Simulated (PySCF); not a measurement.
Spectrum to structure. The calculation used PySCF 2.14.0, density-fitted response routines, TDDFT CAM-B3LYP/def2-SVPD, vertical, gas phase, core orbitals frozen in the response. Geometries: PBE0-D3(BJ)/def2-SVP, one conformer each.

```csv
state,E (eV),f
S1,5.91,0.0058
S2,6.44,0.032
S3,6.59,0.018
S4,6.78,0.032
S5,6.91,0.074
S6,7.13,0.0058
S7,7.17,0.053
S8,7.32,0.025
S9,7.40,0.025
S10,7.51,0.023
```

**Question.** Which candidate is it? All have the formula C5H10SSi.
A. `C/C=C/C=C/S[SiH3]`
B. `[C@H]1(C=C(S[SiH3])C1)C`
C. `C[SiH2]S[C@]12C[C@H]1C2`
D. `C/C=C/C=C\S[SiH3]`

**Answer.** C. Its S1, at 5.91 eV, is the highest among the candidates; the nearest of the others has S1 at 5.39 eV. S1 is HOMO→LUMO+1 (42%), HOMO→LUMO+2 (32%). Löwdin shares by element: HOMO sulfur 62%, carbon 16% or more, silicon 7% (atoms not listed hold the other 15%); LUMO silicon 24%, carbon 16% or more, sulfur 10%, hydrogen 7% or more (atoms not listed hold the other 44%). At the same level the other candidates give, for their lowest levels:
- `C/C=C/C=C\S[SiH3]`: 4.87 eV (f 0.717); 5.21 eV (f 0.003); 5.62 eV (f 0.003); 6.03 eV (f 0.010); 6.32 eV (f 0.003); T1 2.84 eV; HOMO -7.15, LUMO 0.16 eV
- `C[C@@H]1C=C(S[SiH3])C1`: 5.39 eV (f 0.007); 5.86 eV (f 0.255); 5.94 eV (f 0.014); 6.39 eV (f 0.002); 6.61 eV (f 0.003); T1 3.89 eV; HOMO -7.63, LUMO 0.84 eV
- `C/C=C/C=C/S[SiH3]`: 4.97 eV (f 0.798); 5.19 eV (f 0.008); 5.71 eV (f 0.005); 5.90 eV (f 0.000); 6.01 eV (f 0.000); T1 2.89 eV; HOMO -7.14, LUMO 0.23 eV

Shape of the structure used: `[CH3:1][SiH2:2][S:3][C@:4]12[CH2:5][C@H:6]1[CH2:7]2`: C1–Si2–S3–C4 -61°, Si2–S3–C4–C5 -95°.
Triplets come from the Tamm–Dancoff approximation.

Without π bonds the low states are Rydberg-like; a valence basis with one diffuse set may place them up to an eV too high.
